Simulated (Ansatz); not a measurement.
Ansatz (a quantum-chemistry and plane-wave program) input (CCSD(T)/def2-SVPD):

Ansatz 0.2 input:
```yaml
crystal:
  periodic: [false, false, false]
  atoms:
    - {symbol: Cu, position_ang: [-0.00000000, -0.00000000, -1.68966090]}
    - {symbol: I, position_ang: [0.00000000, 0.00000000, 0.92453144]}
basis:
  gaussian:
    orbitals: def2-SVPD
total_charge: -1
magnetization: {spin_polarized: true, initial_magnetization: 1}
correlation: {method: ccsd_t, electrons: outside_noble_gas}
output: {forces: true}
```

End of the output:

```
mean field -52666.43928297 eV, -1935.4559450546 hartree, gradient 2.3e-6 eV, S^2 0.752948; 12 other end points of the search recorded, 0 dependent functions left out
determinant -52666.43928297 eV, -1935.4559450546 hartree, with singles and doubles -52676.89530913 eV, -1935.8401969285 hartree
determinant -52665.61060740 eV, -1935.4254917891 hartree, with singles and doubles -52674.69589119 eV, -1935.7593698099 hartree
determinant -52665.47692966 eV, -1935.4205792227 hartree, with singles and doubles -52676.70078979 eV, -1935.8330484747 hartree
determinant -52665.42249863 eV, -1935.4185789191 hartree, with singles and doubles -52674.62560198 eV, -1935.7567867291 hartree
determinant -52665.34685092 eV, -1935.4157989172 hartree, with singles and doubles -52674.53410454 eV, -1935.7534242604 hartree
determinant -52664.17739009 eV, -1935.3728220244 hartree, with singles and doubles -52674.51523628 eV, -1935.7527308646 hartree
determinant -52663.53963047 eV, -1935.3493847907 hartree, with singles and doubles -52674.05027040 eV, -1935.7356436834 hartree
determinant -52663.25560733 eV, -1935.3389471327 hartree, with singles and doubles -52672.40161833 eV, -1935.6750568374 hartree
determinant -52663.24611942 eV, -1935.3385984583 hartree, with singles and doubles -52672.18133687 eV, -1935.6669616433 hartree
determinant -52663.18691291 eV, -1935.3364226592 hartree, with singles and doubles -52672.26258900 eV, -1935.6699476037 hartree
determinant -52663.18504614 eV, -1935.3363540568 hartree, with singles and doubles -52672.40192440 eV, -1935.6750680855 hartree
determinant -52663.06839273 eV, -1935.3320671230 hartree, with singles and doubles -52672.20312015 eV, -1935.6677621639 hartree
determinant -52666.43928297 eV, -1935.4559450546 hartree, with singles and doubles -52676.90199558 eV, -1935.8404426510 hartree
determinant -52665.47692966 eV, -1935.4205792227 hartree, with singles and doubles -52676.83157973 eV, -1935.8378549162 hartree
18 core orbitals not correlated
reference -52666.43928297 eV, -1935.4559450546 hartree; 10, 9 occupied and 41, 42 virtual orbitals, 805 factors
densities: 0.30 GiB planned
second order -11.08665865 eV of doubles, -0.00000000 eV of singles
coupled cluster: 0.24 GiB planned
cycle   1  -10.46270792 eV  change    4.7e-6 eV  update   4.5e-6
cycle   2  -10.46270991 eV  change   -2.0e-6 eV  update   3.1e-6
cycle   3  -10.46271031 eV  change   -4.0e-7 eV  update   2.3e-6
cycle   4  -10.46271013 eV  change    1.8e-7 eV  update   8.1e-7
perturbative correction -0.45542890 eV, -0.0167367034 hartree
the calculation of the forces begins
Total energy: -52677.35742201 eV, -1935.8571792636 hartree
Atom 0 at    -0.000000    -0.000000    -1.689661 Å, force    -0.000000    -0.000000     0.185265 eV/Å
Atom 1 at     0.000000     0.000000     0.924531 Å, force     0.000000    -0.000000    -0.185265 eV/Å
Dipole moment:    -0.000000    -0.000000     0.518456 e Å
```

The spin state was set by rule; other spins were not relaxed.
